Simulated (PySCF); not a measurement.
## Lu²⁺: ionisation energy

Lu²⁺ [Xe] 4f14 6s1 [6s1/2^1, M_J = 1/2] → Lu³⁺ [Xe] 4f14, as a difference of total energies. Calculation: PySCF 2.14, in x2c-QZVPPall-2c (16s16p12d6f2g, 184 functions); the two-component X2C-1e Hamiltonian. Correlated levels: [Ar] 3d10 frozen; the 34 highest virtual spinors dropped. "Screened" scales the spin-orbit matrix elements by Boettger's factors to mimic the two-electron term; Breit and QED terms are absent.

```tsv
method	ionisation energy (eV)	error (eV)
GHF (spin-free)	19.965	-0.994
GMP2 (spin-free)	21.012	+0.053
GHF (screened spin-orbit)	19.969	-0.990
GMP2 (screened spin-orbit)	21.014	+0.055
```

Reference: 20.959 eV (measured; NIST Atomic Spectra Database, ionization energies).
